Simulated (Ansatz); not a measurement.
Consider the ligand exchange at the Si–C bond: `CO[SiH](C)Cl` + CH₃OH → `CO[SiH](Cl)OC` + CH₄.

Program: Ansatz. Geometries: PBE0-D4/def2-TZVP. ΔE: electronic, gas phase. CCSD(T)/CBS adds triple-zeta CCSD(T) − MP2 to the extrapolated MP2 energy (def2 sets, frozen cores). This one scheme is used for every species. Functionals use def2-TZVPP. One conformer a species, not always the lowest.

```csv
species,ωB97X-V energy (Eh)
`CO[SiH](C)Cl`,-905.37309
CH₃OH,-115.73250
`CO[SiH](Cl)OC`,-980.63043
CH₄,-40.51649
```

(1) Work out ΔE.

Largest T1 diagnostic among the species: 0.011.

Answers

(1) ΔE = (-980.63043) + (-40.51649) − (-905.37309) − (-115.73250) = -0.04133 Eh = -108.5 kJ/mol. CCSD(T)/CBS gives -109.3 kJ/mol.

In def2-TZVPP, CCSD(T) changes the Hartree–Fock value by +11.7 kJ/mol (the triples alone add +0.9 kJ/mol) and MP2 by +9.9 kJ/mol.
